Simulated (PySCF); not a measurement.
SMILES c1(ccco1)CB, GFN2-xTB optimised geometry.

```
14

B     -1.20    -1.81    -1.59
C     -1.40    -1.72    -0.04
C     -0.41    -0.59     0.00
C      0.96    -0.59     0.00
C      1.36     0.76     0.00
C      0.21     1.49    -0.01
O     -0.86     0.68    -0.02
H     -0.37    -2.50    -2.03
H     -1.84    -1.13    -2.30
H     -2.36    -1.37     0.33
H     -1.04    -2.55     0.57
H      1.60    -1.45     0.02
H      2.36     1.14     0.01
H      0.03     2.55    -0.01
```

Density from CAM-B3LYP/def2-TZVP (PySCF) at that geometry.

Minimum of the electron density along straight lines between bonded atoms, close to the bond critical point (lines longer than 1.1 times the sum of covalent radii, or with two minima, are not listed):

| bond | length / Å | ρ at the minimum / e bohr⁻³ | ∇²ρ there / e bohr⁻⁵ | position (fraction from the first atom) |
|---|---|---|---|---|
| B1–C2 | 1.571 | 0.181 | ? | 0.33 |
| C2–C3 | 1.495 | ? | ? | 0.47 |
| C3–C4 | 1.373 | 0.333 | -0.98 | 0.52 |
| C4–C5 | 1.414 | 0.303 | -0.85 | 0.50 |
| C5–C6 | 1.361 | 0.339 | -1.01 | 0.48 |
| C3–O7 | 1.351 | 0.295 | -0.36 | 0.34 |
| C6–O7 | 1.344 | 0.297 | -0.30 | 0.33 |
| B1–H8 | 1.169 | 0.194 | -0.37 | 0.44 |
| B1–H9 | 1.169 | 0.194 | -0.38 | 0.44 |
| C2–H10 | 1.086 | 0.280 | -0.97 | 0.64 |
| C2–H11 | 1.086 | 0.280 | -0.97 | 0.64 |
| C4–H12 | 1.071 | 0.292 | -1.08 | 0.65 |
| C5–H13 | 1.071 | 0.292 | -1.07 | 0.65 |
| C6–H14 | 1.072 | 0.297 | -1.12 | 0.66 |

Task: Complete the blanks.

Result: 
- B1–C2, ∇²ρ there / e bohr⁻⁵: -0.22
- C2–C3, ρ at the minimum / e bohr⁻³: 0.254
- C2–C3, ∇²ρ there / e bohr⁻⁵: -0.62
